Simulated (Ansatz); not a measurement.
One change: `CB(O)[SiH2][SiH3]` becomes `CB(O)CO`.

Ansatz, PBE0-D4/def2-TZVP geometries, multiplicity 1. Each molecule was computed in one conformer, which needn't be the lowest.

```
                                        property  `CB(O)[SiH2][SiH3]`
             LUMO energy (B3LYP/def2-TZVPP) / eV                -1.06
           HOMO energy (ωB97M-V/def2-TZVPP) / eV                -9.59
size of the dipole moment (B3LYP/def2-TZVPP) / D                 0.66
            HOMO–LUMO gap (PBE0/def2-TZVPP) / eV                 6.63
         HOMO–LUMO gap (ωB97M-V/def2-TZVPP) / eV                10.60
             HOMO–LUMO gap (PBE/def2-TZVPP) / eV                 4.55
```

Give the same properties after the change, and the shifts. (Estimate.)

The calculation gave: 
| property | `CB(O)CO` | shift |
| --- | --- | --- |
| LUMO energy (B3LYP/def2-TZVPP) / eV | 0.13 | 1.19 |
| HOMO energy (ωB97M-V/def2-TZVPP) / eV | -9.80 | -0.21 |
| size of the dipole moment (B3LYP/def2-TZVPP) / D | 2.77 | 2.11 |
| HOMO–LUMO gap (PBE0/def2-TZVPP) / eV | 7.79 | 1.16 |
| HOMO–LUMO gap (ωB97M-V/def2-TZVPP) / eV | 11.57 | 0.97 |
| HOMO–LUMO gap (PBE/def2-TZVPP) / eV | 5.14 | 0.59 |

With PBE0 the HOMO rises by 0.14 eV and the LUMO rises by 1.29 eV, so the gap widens by about 1.15 eV. PBE moves the HOMO by 0.59 eV and ωB97M-V by -0.21 eV. Dipoles are sizes alone; their direction can turn.

B3LYP here is the variant with VWN-RPA as its local correlation; programs differ in this.
